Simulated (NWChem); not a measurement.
# GaNH$_{2}$ClF; SMILES [NH2][Ga]([F])[Cl]

```xyz
6

Ga     0.0606     0.3342    -0.0228
F      1.6798     0.9762     0.0785
Cl    -0.1449    -1.7832     0.0022
N     -1.3200     1.4614    -0.1392
H     -2.2825     1.1579    -0.2029
H     -1.2119     2.4672    -0.1523
```
Atoms are numbered in this order, from 1.

Level: PBE0/def2-SVP (NWChem), optimised geometry, unscaled harmonic frequencies. 

**Question.** List the harmonic frequencies with IR intensities, and the thermochemistry.

**Answer.** 
```
frequency (cm⁻¹)  IR intensity (km/mol)
----------------  ---------------------
99                                184.3
142                                 4.1
179                                20.1
204                                16.1
373                                 0.3
436                                34.5
706                                27.0
742                                99.0
773                                72.6
1505                               29.0
3637                               53.9
3754                               64.6
```

* **zero-point energy**: 17.9 kcal/mol
* **thermal correction to the enthalpy at 298.15 K (with zero-point energy)**: 22.5 kcal/mol
* **heat capacity Cv**: 18.8 cal/(mol K)
* **entropy at 298.15 K and 1 atm (symmetry number 1)**: 80.7 cal/(mol K)
* **dipole moment**: 3.11 D

Rigid rotor and harmonic oscillator; modes under 100 cm⁻¹ make the entropy uncertain.
